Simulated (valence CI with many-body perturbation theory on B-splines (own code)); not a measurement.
# Energy levels of Ag²⁵⁺

Calculated by relativistic CI+MBPT: four valence electrons over a frozen Dirac-Fock core [Ar], radial functions for each j: 9 s, 9 p, 10 d, 8 f, 5 g, 3 h, 1 i, with the one-electron correlation potential Σ1 (screened to all orders), the two-electron term Σ2, the three-electron term Σ3, Breit, model QED; selected single and double excitations, second order for the rest (own B-spline code, finite nucleus).

No measured spectrum was set against this ion. As an estimate, terms of the open shell hold to 2 to 4 % of their energy, and close levels can change places. Core correlation moves these levels by up to 9400 cm⁻¹, and in measured spectra 5 to 20 % of such shifts remained as error; rates that hang on mixing are uncertain with them. Only levels of the ground parity were solved; by the run's estimate the other parity begins above the list, which can be wrong where configurations are misplaced.

Levels 1 to 34 of 34, with energies above the lowest level, 3d⁴ ⁵D_0. "Leading %" is the weight of the configuration and term that name the level; weights of strongly mixed levels are sums over their largest components and can fall short. In the jj column 3d3/2^4 stands for four electrons in 3d with j = 3/2. Lifetimes count E1, E2, E3, M1 and M2 decay at the calculated energies, and are blank where another channel may lead or the interval is too uncertain; long ones can be off by a factor of two.

| No. | Configuration | Term | J | E (eV) | Leading % | Lifetime | Leading jj |
| --- | --- | --- | --- | --- | --- | --- | --- |
| 1 | 3d⁴ | ⁵D | 0 | 0.000 | 60 |  | 3d3/2^4 (80 %) |
| 2 | 3d⁴ | ⁵D | 1 | 3.464 | 83 | 1.19 ms | 3d3/2^3 3d5/2 (86 %) |
| 3 | 3d⁴ | ⁵D | 2 | 6.212 | 90 | 1.97 ms | 3d3/2^2 3d5/2^2 (56 %) |
| 4 | 3d⁴ | ⁵D | 3 | 8.201 | 84 | 6.07 ms | 3d3/2^2 3d5/2^2 (50 %) |
| 5 | 3d⁴ | ⁵D | 4 | 9.224 | 60 | 87.7 ms | 3d3/2^3 3d5/2 (54 %) |
| 6 | 3d⁴ | ³P | 0 | 13.281 | 45 | 74.8 μs | 3d3/2^2 3d5/2^2 (75 %) |
| 7 | 3d⁴ | ³H | 4 | 14.335 | 53 | 547 μs | 3d3/2^2 3d5/2^2 (50 %) |
| 8 | 3d⁴ | ³G | 3 | 16.984 | 62 | 255 μs | 3d3/2^2 3d5/2^2 (51 %) |
| 9 | 3d⁴ | ³F | 2 | 17.506 | 66 | 175 μs | 3d3/2^2 3d5/2^2 (56 %) |
| 10 | 3d⁴ | ³H | 5 | 17.856 | 75 | 938 μs | 3d3/2^2 3d5/2^2 (98 %) |
| 11 | 3d⁴ | ³P | 1 | 18.124 | 74 | 112 μs | 3d3/2^2 3d5/2^2 (67 %) |
| 12 | 3d⁴ | ³H | 6 | 19.224 | 72 | 61.0 ms | 3d3/2^2 3d5/2^2 (90 %) |
| 13 | 3d⁴ | ³G | 4 | 21.074 | 64 | 634 μs | 3d3/2^2 3d5/2^2 (79 %) |
| 14 | 3d⁴ | ³D | 2 | 21.794 | 45 | 638 μs | 3d3/2^2 3d5/2^2 (78 %) |
| 15 | 3d⁴ | ³F | 4 | 22.508 | 44 | 129 μs | 3d3/2 3d5/2^3 (49 %) |
| 16 | 3d⁴ | ³F | 3 | 22.832 | 44 | 295 μs | 3d3/2^2 3d5/2^2 (61 %) |
| 17 | 3d⁴ | ³F | 3 | 24.780 | 35 | 101 μs | 3d3/2 3d5/2^3 (74 %) |
| 18 | 3d⁴ | ³P | 2 | 26.092 | 36 | 92.3 μs | 3d3/2 3d5/2^3 (52 %) |
| 19 | 3d⁴ | ³G | 5 | 26.266 | 75 | 258 μs | 3d3/2 3d5/2^3 (98 %) |
| 20 | 3d⁴ | ³D | 1 | 27.491 | 85 | 74.6 μs | 3d3/2 3d5/2^3 (76 %) |
| 21 | 3d⁴ | ¹I | 6 | 27.524 | 72 | 239 μs | 3d3/2 3d5/2^3 (90 %) |
| 22 | 3d⁴ | ¹S | 0 | 30.672 | 73 |  | 3d3/2 3d5/2^3 (80 %) |
| 23 | 3d⁴ | ¹G | 4 | 30.899 | 42 |  | 3d3/2^2 3d5/2^2 (48 %) |
| 24 | 3d⁴ | ³P | 2 | 31.795 | 39 | 104 μs | 3d3/2^2 3d5/2^2 (58 %) |
| 25 | 3d⁴ | ¹F | 3 | 33.124 | 60 |  | 3d3/2 3d5/2^3 (81 %) |
| 26 | 3d⁴ | ³P | 2 | 35.211 | 64 | 142 μs | 3d3/2^2 3d5/2^2 (57 %) |
| 27 | 3d⁴ | ³F | 4 | 37.490 | 63 | 55.9 μs | 3d5/2^4 (54 %) |
| 28 | 3d⁴ | ³F | 2 | 39.343 | 55 | 78.9 μs | 3d5/2^4 (45 %) |
| 29 | 3d⁴ | ³F | 3 | 39.479 | 77 |  | 3d3/2 3d5/2^3 (97 %) |
| 30 | 3d⁴ | ³P | 1 | 40.069 | 97 |  | 3d3/2 3d5/2^3 (92 %) |
| 31 | 3d⁴ | ³P | 0 | 42.022 | 84 |  | 3d5/2^4 (49 %) |
| 32 | 3d⁴ | ¹G | 4 | 42.068 | 75 |  | 3d3/2 3d5/2^3 (84 %) |
| 33 | 3d⁴ | ¹D | 2 | 51.200 | 92 | 62.5 μs | 3d3/2 3d5/2^3 (44 %) |
| 34 | 3d⁴ | ¹S | 0 | 63.783 | 92 | 27.7 μs | 3d3/2^2 3d5/2^2 (45 %) |

Names give the largest LS component (configuration and term), which can be under half, so a name can repeat, a term be missing and a line seem to break the LS rules; names also repeat where a configuration has a term twice.

The ionisation energy to 3d³ ⁴F3/2 of the next ion comes out as 1308 eV (NIST: 1308 ± 4 eV (theoretical)). All 34 levels together are meant to be complete up to 66.330 eV.
